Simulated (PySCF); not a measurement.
```xyz
7

F      2.9693    -0.2228     0.0408
C      1.6896    -0.1332     0.0063
C      0.4858    -0.0497    -0.0283
C     -0.9637     0.0528    -0.0650
F     -1.4725     0.5507     1.1468
H     -1.2871     0.7377    -0.8658
H     -1.4214    -0.9355    -0.2347
```

Charge 0, multiplicity 1.

Q: Give the Mulliken and meta-Löwdin atomic charges from PBE-D3(BJ)/def2-TZVP (PySCF).

A: 
```csv
atom,Mulliken (e),meta-Löwdin (e)
F1,-0.09,-0.13
C2,0.28,0.23
C3,-0.19,-0.14
C4,-0.06,0.07
F5,-0.20,-0.30
H6,0.13,0.14
H7,0.13,0.14
```
